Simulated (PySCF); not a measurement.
**SrH: energy against distance**

Set-up: Sr def2-TZVP with ECP28, H def2-TZVP; scalar-relativistic core potentials (PySCF 2.14). Energies in eV from Sr + H in their ground configurations at the same level. State: ²Σ⁺ (doublet), unpaired electrons σ ↑.

All columns are r²SCAN. A positive dipole means Sr(−)H(+).

```
R (Å)  E (eV)  μ (D)  Mulliken charge on Sr (basis-dependent)  HOMO (eV)  LUMO (eV)  Mayer bond order  ⟨S²⟩
1.840  -1.696  -2.36                                     0.34      -3.14      -1.77              0.88  0.75
1.926  -1.869  -2.58                                     0.33      -3.20      -1.83              0.88  0.75
2.012  -1.970  -2.82                                     0.33      -3.25      -1.89              0.88  0.75
2.076  -2.007  -3.00                                     0.33      -3.29      -1.94              0.88  0.75
2.140  -2.018  -3.18                                     0.33      -3.34      -1.98              0.88  0.75
2.204  -2.008  -3.37                                     0.33      -3.38      -2.02              0.87  0.75
2.290  -1.968  -3.63                                     0.33      -3.43      -2.08              0.87  0.75
2.397  -1.885  -3.94                                     0.33      -3.50      -2.15              0.87  0.75
2.525  -1.754  -4.32                                     0.33      -3.58      -2.23              0.86  0.76
2.696  -1.548  -4.77                                     0.33      -3.69      -2.34              0.84  0.76
```

A fit through these points gives, at Re = 2.140 Å, μ = -3.18 D and dμ/dR = -2.92 D/Å; the reduced mass is 0.9964 u.

Problem. How strong is the fundamental in the double-harmonic approximation, I = 42.26·(dμ/dR)²/μred km/mol?

Solution. I = 42.26·(-2.92)²/0.9964 = 362 km/mol at r²SCAN.

Spin–orbit coupling is left out. The state was picked by a PBE0 search and need not be the measured ground state.
